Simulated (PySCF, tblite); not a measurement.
Isomers of C4H12O2Si2, one GFN2-xTB conformer each. Single-point energies are computed at PBE0/pcSseg-1 (PySCF, gas phase, no added dispersion term), electronic only.

Question: Rank them by PBE0/pcSseg-1 energy, lowest first (kcal/mol).
A. `[CH3:1][Si@@H:2]([SiH3:3])[CH2:4][O:5][CH2:6][CH:7]=[O:8]` with C1–Si2–C4–O5 -74°, Si2–C4–O5–C6 -173°, C4–O5–C6–C7 76°, O5–C6–C7–O8 -164°
B. `[O:1]=[CH:2][O:3][CH2:4][C@H:5]([SiH3:6])[CH2:7][SiH3:8]` with O1–C2–O3–C4 0°, C2–O3–C4–C5 168°, O3–C4–C5–Si6 50°, C4–C5–C7–Si8 49°

Answer: B (0.0), A (11.9).

As drawn, the lower has a C(=O)–O unit, which the higher lacks; the higher has an Si–Si bond, which the lower lacks. GFN2-xTB itself gives, in the same order: 0.0, 34.9. Both levels put the same isomer lowest.

Which frontier levels, dipoles and rotational constants go with these structures?

```csv
SMILES,"HOMO (eV, PBE0/pcSseg-1)",LUMO (eV),dipole (D),"A, B, C (MHz)"
O=COC[C@H]([SiH3])C[SiH3],-8.28,-0.01,1.87,"1580, 1073, 778.9"
C[Si@@H]([SiH3])COCC=O,-7.38,-1.00,2.36,"2151, 668.2, 566.4"
```

What happens when harmonic zero-point energies from GFN2-xTB frequencies are added?

```tsv
SMILES	ZPE (kcal/mol)	electronic (kcal/mol)	with ZPE (kcal/mol)
O=COC[C@H]([SiH3])C[SiH3]	90.5	0.0	0.0
C[Si@@H]([SiH3])COCC=O	90.9	11.9	12.3
```

The zero-point energies span 0.4 kcal/mol. The order is unchanged.
